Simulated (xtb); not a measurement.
xtb input for GeH₃N, SMILES [NH2][GeH] (connectivity only; charge and spin as stated), neutral, multiplicity 1, GFN2-xTB. 

```
$ xtb mol.xyz --gfn 2 --sp --chrg 0 --uhf 0 --json
$ cat mol.xyz
5

Ge     0.05214448    -0.41040857     0.00000000
H     -1.58263107    -0.52060782     0.00000000
N     -0.01122339     1.38763399    -0.00000000
H     -0.82724102     1.97950832     0.00000000
H      0.81981243     1.96073566     0.00000000
```

Log of the run:

```
[banner left out]
          |                Calculation Setup                |
           -------------------------------------------------



           -------------------------------------------------
          |                 G F N 2 - x T B                 |
           -------------------------------------------------

        Reference                      10.1021/acs.jctc.8b01176
      * Hamiltonian:
        H0-scaling (s, p, d)           1.850000    2.230000    2.230000
        zeta-weighting                 0.500000
      * Dispersion:
        s8                             2.700000
        a1                             0.520000
        a2                             5.000000
        s9                             5.000000
      * Repulsion:
        kExp                           1.500000    1.000000
        rExp                           1.000000
      * Coulomb:
        alpha                          2.000000
        third order                    shell-resolved
        anisotropic                    true
        a3                             3.000000
        a5                             4.000000
        cn-shift                       1.200000
        cn-exp                         4.000000
        max-rad                        5.000000


          ...................................................
          :                      SETUP                      :
          :.................................................:
          :  # basis functions                  17          :
          :  # atomic orbitals                  16          :
          :  # shells                            8          :
          :  # electrons                        12          :
          :  max. iterations                   250          :
          :  Hamiltonian                  GFN2-xTB          :
          :  restarted?                      false          :
          :  GBSA solvation                  false          :
          :  PC potential                    false          :
          :  electronic temp.          300.0000000     K    :
          :  accuracy                    1.0000000          :
          :  -> integral cutoff          0.2500000E+02      :
          :  -> integral neglect         0.1000000E-07      :
          :  -> SCF convergence          0.1000000E-05 Eh   :
          :  -> wf. convergence          0.1000000E-03 e    :
          :  Broyden damping             0.4000000          :
          :  net charge                          0          :
          :  unpaired electrons                  0          :
          ...................................................

 iter      E             dE          RMSdq      gap      omega  full diag
   1     -5.6323438 -0.563234E+01  0.143E+01    2.63       0.0  T
   2     -6.1025644 -0.470221E+00  0.195E+01    4.35       1.0  T
   3     -6.3169589 -0.214394E+00  0.132E+01    4.04       1.0  T
   4     -6.2577160  0.592429E-01  0.158E+01    4.15       1.0  T
   5     -6.4284516 -0.170736E+00  0.218E+00    3.68       1.0  T
   6     -6.4292803 -0.828706E-03  0.169E+00    3.65       1.0  T
   7     -6.4318118 -0.253150E-02  0.130E-01    3.64       1.0  T
   8     -6.4318212 -0.943947E-05  0.352E-02    3.64       1.3  T
   9     -6.4318222 -0.909869E-06  0.745E-03    3.64       6.0  T
  10     -6.4318222 -0.132734E-07  0.347E-03    3.64      12.9  T
  11     -6.4318221  0.184871E-07  0.444E-03    3.64      10.1  T
  12     -6.4318222 -0.217031E-07  0.785E-05    3.64     569.6  T
  13     -6.4318222  0.311067E-10  0.160E-04    3.64     278.7  T

   *** convergence criteria satisfied after 13 iterations ***

         #    Occupation            Energy/Eh            Energy/eV
      -------------------------------------------------------------
         1        2.0000           -0.6114840             -16.6393
         2        2.0000           -0.5762798             -15.6814
         3        2.0000           -0.5076781             -13.8146
         4        2.0000           -0.4335821             -11.7984
         5        2.0000           -0.3926652             -10.6850
         6        2.0000           -0.3639219              -9.9028 (HOMO)
         7                         -0.2301381              -6.2624 (LUMO)
         8                         -0.1429112              -3.8888
         9                         -0.0710699              -1.9339
        10                          0.0000859               0.0023
        11                          0.0739357               2.0119
       ...                                ...                  ...
        16                          0.7853788              21.3712
      -------------------------------------------------------------
                  HL-Gap            0.1337838 Eh            3.6404 eV
             Fermi-level           -0.2970300 Eh           -8.0826 eV

 SCC (total)                   0 d,  0 h,  0 min,  0.004 sec
 SCC setup                      ...        0 min,  0.000 sec (  3.718%)
 Dispersion                     ...        0 min,  0.000 sec (  0.948%)
 classical contributions        ...        0 min,  0.000 sec (  0.919%)
 integral evaluation            ...        0 min,  0.001 sec ( 13.704%)
 iterations                     ...        0 min,  0.002 sec ( 60.610%)
 molecular gradient             ...        0 min,  0.001 sec ( 17.421%)
 printout                       ...        0 min,  0.000 sec (  2.281%)

         :::::::::::::::::::::::::::::::::::::::::::::::::::::
         ::                     SUMMARY                     ::
         :::::::::::::::::::::::::::::::::::::::::::::::::::::
         :: total energy              -6.383585400212 Eh    ::
         :: gradient norm              0.000397406101 Eh/a0 ::
         :: HOMO-LUMO gap              3.640443505822 eV    ::
         ::.................................................::
         :: SCC energy                -6.431822145208 Eh    ::
         :: -> isotropic ES            0.003664348467 Eh    ::
         :: -> anisotropic ES          0.002648201212 Eh    ::
         :: -> anisotropic XC          0.001624087126 Eh    ::
         :: -> dispersion             -0.001850911489 Eh    ::
         :: repulsion energy           0.048236744996 Eh    ::
         :: add. restraining           0.000000000000 Eh    ::
         :: total charge              -0.000000000000 e     ::
         :::::::::::::::::::::::::::::::::::::::::::::::::::::

           -------------------------------------------------
          |                Property Printout                |
           -------------------------------------------------

    * Orbital Energies and Occupations

         #    Occupation            Energy/Eh            Energy/eV
      -------------------------------------------------------------
         1        2.0000           -0.6114840             -16.6393
         2        2.0000           -0.5762798             -15.6814
         3        2.0000           -0.5076781             -13.8146
         4        2.0000           -0.4335821             -11.7984
         5        2.0000           -0.3926652             -10.6850
         6        2.0000           -0.3639219              -9.9028 (HOMO)
         7                         -0.2301381              -6.2624 (LUMO)
         8                         -0.1429112              -3.8888
         9                         -0.0710699              -1.9339
        10                          0.0000859               0.0023
        11                          0.0739357               2.0119
        12                          0.0778611               2.1187
        13                          0.0935558               2.5458
        14                          0.2402981               6.5388
Note: The following floating-point exceptions are signalling: IEEE_DENORMAL
normal termination of xtb
        15                          0.4542264              12.3601
        16                          0.7853788              21.3712
      -------------------------------------------------------------
                  HL-Gap            0.1337838 Eh            3.6404 eV
             Fermi-level           -0.2970300 Eh           -8.0826 eV

     #   Z          covCN         q      C6AA      α(0)
     1  32 Ge       1.705     0.239   251.079    33.129
     2   1 H        0.871    -0.177     9.277     4.769
     3   7 N        2.554    -0.379    29.818     8.110
     4   1 H        0.860     0.167     1.290     1.779
     5   1 H        0.860     0.150     1.401     1.854

 Mol. C6AA /au·bohr⁶  :        695.678927
 Mol. C8AA /au·bohr⁸  :      37930.176528
 Mol. α(0) /au        :         49.641836


Wiberg/Mayer (AO) data.
largest (>0.10) Wiberg bond orders for each atom

 ---------------------------------------------------------------------------
     #   Z sym  total        # sym  WBO       # sym  WBO       # sym  WBO
 ---------------------------------------------------------------------------
     1  32 Ge   2.385 --     3 N    1.389     2 H    0.952
     2   1 H    0.969 --     1 Ge   0.952
     3   7 N    3.297 --     1 Ge   1.389     5 H    0.954     4 H    0.945
     4   1 H    0.972 --     3 N    0.945
     5   1 H    0.978 --     3 N    0.954
 ---------------------------------------------------------------------------

Topologies differ in total number of bonds
Writing topology from bond orders to xtbtopo.mol

molecular dipole:
                 x           y           z       tot (Debye)
 q only:        0.532       0.176       0.000
   full:        0.580       0.440       0.000       1.851
molecular quadrupole (traceless):
                xx          xy          yy          xz          yz          zz
 q only:       -1.696      -0.953       2.170       0.000       0.000      -0.475
  q+dip:       -1.339      -1.082       2.930       0.000       0.000      -1.591
   full:       -2.675      -0.453       2.247       0.000      -0.000       0.428


           -------------------------------------------------
          | TOTAL ENERGY               -6.383585400212 Eh   |
          | GRADIENT NORM               0.000397406101 Eh/α |
          | HOMO-LUMO GAP               3.640443505822 eV   |
           -------------------------------------------------

------------------------------------------------------------------------
------------------------------------------------------------------------
 total:
 SCF:
```

Self-consistency was reached.

Cost: around 0.05 core-seconds (rough).
